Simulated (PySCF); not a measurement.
Job for PySCF: R-HF/3-21G on C2H3IO (a complex), monomers drawn apart or pushed together.

```python
from pyscf import gto, scf, dft, mp
from pyscf.data.elements import chemcore

mol = gto.M(
    atom='''
    C    -0.23151166   -0.46760853    0.23182980
    O     0.37073125    0.18341140   -0.45984874
    C    -0.87585886   -1.59825613    3.36270971
    I     0.75437380   -0.19483808    3.50590244
    H    -0.51472393   -2.55116989    3.73161898
    H    -1.68493542   -1.21661224    3.97454312
    H    -1.15354985   -1.65129705    2.31645223
    ''',
    basis='3-21g',
    charge=0, spin=0, verbose=3, max_memory=1800)
mf = scf.RHF(mol)
mf.conv_tol = 1e-8
mf.max_cycle = 100
mf.kernel()
if not mf.converged:
    mf = mf.newton().run(mf.mo_coeff, mf.mo_occ)
```

The log:

```
converged SCF energy = -7038.79464781538
```

The run converged.

Cost: roughly 0.7 core-seconds.
